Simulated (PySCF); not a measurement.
Orbital energies and ionisation energy

Compound: C5H9NSi.
Numbering: `[CH3:1][C:2]1=[CH:3][CH:4]=[CH:5][Si@@H:6]1[NH2:7]` (hydrogens: H8, H9, H10 on C1; H11 on C3; H12 on C4; H13 on C5; H14 on Si6; H15, H16 on N7)

Cartesian coordinates in Å at the PBE0-D3(BJ)/def2-SVP level; atoms count from 1:
```xyz
16
C5H9NSi angstrom
C      1.6822   -0.7548    0.2027
C      0.1947   -0.7492    0.2980
C     -0.6466   -1.4140   -0.5227
C     -2.0995   -1.2750   -0.2631
C     -2.4779   -0.4883    0.7654
Si    -0.9075    0.1300    1.5712
N     -0.8185    1.8482    1.7404
H      2.0800    0.2709    0.1136
H      2.0426   -1.3363   -0.6610
H      2.1399   -1.1808    1.1121
H     -0.3016   -2.0388   -1.3566
H     -2.8096   -1.8097   -0.9053
H     -3.5252   -0.3331    1.0322
H     -0.6477   -0.4283    2.9358
H     -0.1214    2.2625    2.3476
H     -1.0127    2.4462    0.9452
```

Level: wB97X-D/def2-SVPD (PySCF). Frontier orbitals with their largest atomic shares (Löwdin; up to four atoms above 4 %):

| orbital | ε (eV) | main atoms |
| --- | --- | --- |
| HOMO−3 | -10.72 | N7 23 %, C5 17 %, Si6 16 %, C2 10 % |
| HOMO−2 | -10.54 | Si6 22 %, H14 19 %, C5 17 %, C4 15 % |
| HOMO−1 | -9.11 | N7 43 %, C2 16 %, Si6 13 %, C5 5 % |
| HOMO | -8.12 | ? |
| LUMO | 0.38 | C4 20 %, C5 17 %, C2 17 %, C3 16 % |
| LUMO+1 | 2.25 | Si6 24 %, C1 16 %, H15 10 %, H8 8 % |
| LUMO+2 | 2.76 | C4 18 %, C3 13 %, Si6 10 %, H12 10 % |

Q: What vertical ionisation energy does ΔSCF give, and how far is −ε(HOMO) from it?

A: ΔSCF: 8.19 eV (791 kJ/mol; threshold wavelength 151 nm); ⟨S²⟩ of the doublet left behind is 0.766, against 0.75 for a pure doublet. −ε(HOMO) is 8.12 eV, 0.07 eV below it. In exact Kohn–Sham theory the two would be equal; wB97X-D (range-separated hybrid) comes within 0.07 eV of that here.

Q: On which atoms does the HOMO lie?

A: C5 (alkene CH carbon) 24 %, C2 (fully substituted alkene carbon) 23 %, C3 (alkene CH carbon) 20 %, C4 (alkene CH carbon) 16 %, so no atom holds as much as 40 %. The HOMO−1 lies 0.99 eV lower.

Q: With α = 90.4 au, estimate the like-pair dispersion coefficient by London's formula C6 = (3/4)α²I.

A: I = 0.3011 Eh, so C6 ≈ 1850 au; the Casimir–Polder integral at the same level gives 3080 au, 1.67 times as much.

Q: What total energies stand behind the ΔSCF value?

A: E(N) = -539.84275 Eh and E(N − 1) = -539.54163 Eh at the same geometry, 0.30112 Eh apart.

Q: Shift the occupied levels rigidly so that −ε(HOMO) equals the ΔSCF value. What binding energies result?

A: The shift is +0.07 eV: HOMO 8.19, HOMO−1 9.18, HOMO−2 10.61, HOMO−3 10.79 eV. A rigid shift is only a rough guide to the deeper ionisations.

The structure is a single PBE0-D3(BJ)/def2-SVP conformer in the gas phase; no vibrational or solvent corrections.

wB97X-D is run here without its empirical dispersion term; that term would change no orbital, density or response property at a fixed geometry.
